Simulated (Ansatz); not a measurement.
Consider the atomization: `[AlH2][B]([SiH3])O[SiH3]` → Al• + B• + 8 H• + O• + 2 Si•.

Calculated with Ansatz (gas phase, PBE0-D4/def2-TZVP geometries, no zero-point term in ΔE). CCSD(T)/CBS adds triple-zeta CCSD(T) − MP2 to the extrapolated MP2 energy (def2 sets, frozen cores). This one scheme is used for every species, atoms too. DFT in def2-TZVPP. B3LYP here is the variant with VWN-RPA as its local correlation; programs differ in this. HSE06 is defined as in plane-wave codes. Open shells (•) are unrestricted, without spin–orbit coupling. Spin–orbit coupling would lower the free atoms: a little for Al, B, O, Si. One conformer a species, not always the lowest.

`[AlH2][B]([SiH3])O[SiH3]`:

Z-matrix (Å, degrees):
```
Si
B 1 2.034
H 1 1.491 2 115.9
H 1 1.493 2 108.7 3 122.3
H 1 1.493 2 108.7 3 -122.3
O 2 1.375 1 118.6 3 0.1
Al 2 2.173 1 126.9 3 -179.9
Si 6 1.652 2 121.4 1 -180.0
H 7 1.596 2 121.0 1 -88.5
H 7 1.596 2 121.0 1 88.5
H 8 1.479 6 110.5 2 -117.9
H 8 1.479 6 110.5 2 117.8
H 8 1.515 6 106.9 2 -0.1
```

| level | ΔE (kJ/mol) | difference from CCSD(T)/CBS |
| --- | --- | --- |
| LDA (SPW92) | 4478.2 | 446.3 |
| PBE-D4 | 4006.0 | -25.9 |
| revPBE-D4 | 3937.4 | -94.5 |
| BLYP-D4 | 3990.1 | -41.8 |
| r2SCAN-D4 | 4040.5 | 8.6 |
| B97M-V | 4074.5 | 42.6 |
| PBE0-D4 | 3980.2 | -51.7 |
| B3LYP-D4 | 4027.3 | -4.6 |
| r2SCANh-D4 | 4022.4 | -9.5 |
| r2SCAN0-D4 | 3997.4 | -34.5 |
| HSE06-D4 | 3981.8 | -50.1 |
| BHLYP-D4 | 3972.0 | -59.9 |
| CAM-B3LYP-D4 | 4049.4 | 17.5 |
| ωB97X-V | 4062.1 | 30.2 |
| ωB97M-V | 4037.3 | 5.4 |
| B2PLYP | 3972.0 | -59.9 |
| PBE-QIDH | 3975.7 | -56.2 |
| PBE | 3975.5 | -56.4 |
| revPBE | 3856.1 | -175.8 |
| BLYP | 3925.1 | -106.8 |
| r2SCAN | 4032.8 | 0.9 |
| PBE0 | 3954.0 | -77.9 |
| B3LYP | 3977.9 | -54.0 |
| r2SCANh | 4014.1 | -17.8 |
| r2SCAN0 | 3988.1 | -43.8 |
| LC-ωPBE | 3989.3 | -42.6 |
| HF/def2-SVP | 3049.7 | -982.2 |
| MP2/def2-SVP | 3782.3 | -249.6 |
| CCSD/def2-SVP | 3748.4 | -283.5 |
| CCSD(T)/def2-SVP | 3780.5 | -251.4 |
| HF/def2-TZVPP | 3063.8 | -968.1 |
| MP2/def2-TZVPP | 3937.2 | -94.7 |
| SCS-MP2/def2-TZVPP | 3963.2 | -68.7 |
| CCSD(T)/def2-TZVPP | 3930.0 | -101.9 |
| HF/def2-QZVPP | 3072.3 | -959.6 |
| MP2/def2-QZVPP | 3998.6 | -33.3 |
| SCS-MP2/def2-QZVPP | 4032.3 | 0.4 |
| HF/CBS(def2) | 3073.6 | -958.3 |
| MP2/CBS(def2) | 4039.1 | 7.2 |
| CCSD/CBS(def2) | 3989.0 | -42.9 |
| CCSD(T)/CBS | 4031.9 | 0 |

Q: What do rigid-rotor, harmonic-oscillator terms from PBE0-D4/def2-TZVP frequencies (298.15 K, 1 bar) make of the CCSD(T)/CBS value? (Best estimate.)

A: The calculation gave: ΔZPE = -187.8 kJ/mol, ΔH = +3896.1 kJ/mol, ΔS = 1326 J/(mol·K), ΔG = +3500.8 kJ/mol. Open shells count their whole term as degenerate. Modes under 50 cm⁻¹ make the entropy rough.

Largest T1 diagnostic among the species: 0.018.

From r2SCAN to r2SCAN0 (25 % exact exchange), in def2-TZVPP and without D4, ΔE moves by −44.7 kJ/mol: exact exchange takes away binding that semilocal exchange gives to molecules. In def2-TZVPP, CCSD(T) changes the Hartree–Fock value by +866.1 kJ/mol (the triples alone add +42.9 kJ/mol) and MP2 by +873.3 kJ/mol; breaking electron pairs costs correlation energy, which Hartree–Fock lacks.

For atomizations the MP2-based limit and the directly extrapolated one differ by several kJ/mol either way, and by 10 to 25 for some Ge, Se and Sn compounds, so smaller differences from it don't rank the levels.
